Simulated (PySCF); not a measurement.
Ligand exchange on a metal centre used in film growth or etching (Zn CH3-SH). Gas-phase values, no solvent. One relaxed conformer stands for each flexible species; it need not be the lowest.

The numbers are results of B3LYP-D3(BJ)/def2-TZVP // TPSS-D3(BJ)/def2-SVP (PySCF), not measurements. All candidates: neutral, multiplicity 1. B3LYP has the VWN-RPA correlation part, as in Gaussian. 

```json
{
  "HOMO–LUMO gap": "5.88 eV",
  "HOMO": "-7.24 eV",
  "LUMO": "-1.36 eV"
}
```

Question: Identify which member has these values.
A. [Zn(CH3)2]
B. [Zn(CH3)(SH)]
C. [Zn(SH)2]

Answer: C, [Zn(SH)2]. The others give [Zn(CH3)2]: 6.83 eV, -6.94 eV, -0.11 eV; [Zn(CH3)(SH)]: 6.19 eV, -6.84 eV, -0.65 eV
